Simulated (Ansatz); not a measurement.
`CO[SiH](F)[O][GeH3]` + `NB(O)F` → `OB(F)[NH][GeH3]` + `CO[SiH](O)F`  (ligand exchange at a Ge–O bond)

Program: Ansatz. Geometries: PBE0-D4/def2-TZVP. ΔE: electronic, gas phase. CCSD(T)/CBS is the MP2 limit (def2-TZVPP, def2-QZVPP) plus CCSD(T) − MP2 in def2-TZVPP, frozen cores. DFT in def2-TZVPP. B3LYP here is the variant with VWN-RPA as its local correlation; programs differ in this. For Ge outer-core shells are correlated without core-valence functions, which leaves a few kJ/mol of doubt a bond. Scalar relativity is left out up to krypton. One conformer a species, not always the lowest.

`CO[SiH](F)[O][GeH3]`:

Cartesian coordinates in Å:
```
C -0.505 -1.583 -1.622
O -0.443 -0.582 -0.628
Si 0.259 -0.744 0.831
F 1.750 -1.269 0.616
O 0.259 0.695 1.543
Ge 0.183 2.368 0.923
H 0.497 -1.892 -1.934
H -1.052 -2.463 -1.267
H -1.032 -1.173 -2.484
H -0.413 -1.746 1.676
H 1.158 2.500 -0.256
H -1.263 2.646 0.495
H 0.603 3.243 2.109
```

`NB(O)F`:

Z-matrix (Å, degrees):
```
N
B 1 1.406
H 1 1.004 2 121.1
H 1 1.003 2 124.7 3 180.0
O 2 1.363 1 125.7 3 -180.0
F 2 1.337 1 118.3 3 0.0
H 5 0.957 2 114.6 1 0.0
```

`OB(F)[NH][GeH3]`:

```xyz
10

O     0.688    1.684   -0.261
B    -0.384    1.010   -0.771
F    -1.179    1.619   -1.670
N    -0.648   -0.304   -0.357
Ge    0.360   -1.253    0.866
H     0.774    2.572   -0.613
H    -1.447   -0.768   -0.754
H     0.348   -0.534    2.223
H     1.800   -1.396    0.356
H    -0.311   -2.630    0.981
```

`CO[SiH](O)F`:

```xyz
10

C     0.646   -0.950    1.145
O    -0.195    0.070    0.649
Si   -0.164    0.667   -0.860
O    -1.450    1.629   -1.068
F    -0.189   -0.563   -1.875
H     1.692   -0.627    1.164
H     0.568   -1.858    0.540
H     0.336   -1.178    2.165
H     1.043    1.448   -1.169
H    -2.289    1.362   -0.690
```

Is it downhill or uphill in electronic energy at CCSD(T)/CBS, and by how much? (Estimate.)

Ansatz gave: Uphill: ΔE = +24.8 kJ/mol.

What do these levels give: ωB97M-V, r2SCAN, PBE0, B3LYP, HF/def2-TZVPP, CCSD(T)/def2-TZVPP? (Estimate.)

Ansatz gave: ωB97M-V 26.3, r2SCAN 27.7, PBE0 24.2, B3LYP 28.8, HF/def2-TZVPP 35.4, CCSD(T)/def2-TZVPP 25.0 kJ/mol.

Largest T1 diagnostic among the species: 0.012.

In def2-TZVPP, CCSD(T) changes the Hartree–Fock value by −10.4 kJ/mol (the triples alone add −1.0 kJ/mol) and MP2 by −11.2 kJ/mol.
